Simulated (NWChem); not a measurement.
## Correlation energy of H$_{4}$HfS

```
Hf
H 1 1.8480
H 1 1.8480 2 107.76
H 1 1.8519 2 109.95 3 -119.83
S 1 2.4348 2 109.73 3 119.44
H 5 1.3625 1 88.28 2 120.89
```
Charge 0, spin multiplicity 1.

Everything below was run with NWChem. All single points use one geometry, from B3LYP/def2-SVP with def2 effective core potentials on Hf, a minimum by its harmonic frequencies.

Basis set: def2-TZVP. Each correlation energy counts from its own Hartree-Fock reference.

Effective core potentials replace the inner electrons of Hf; spin-orbit coupling is left out. The correlated methods keep 5 core orbitals frozen. The structure started from a generated list of species. Coupled-cluster values serve here as a point of comparison, not as the truth.

Q: Order these methods by the correlation energy they give, lowest first: MP2, SCS-MP2, CCSD, CR-CCSD[T].

A: CR-CCSD[T] (-505.5 mHa), CCSD (-491.8 mHa), MP2 (-454.4 mHa), SCS-MP2 (-448.9 mHa)
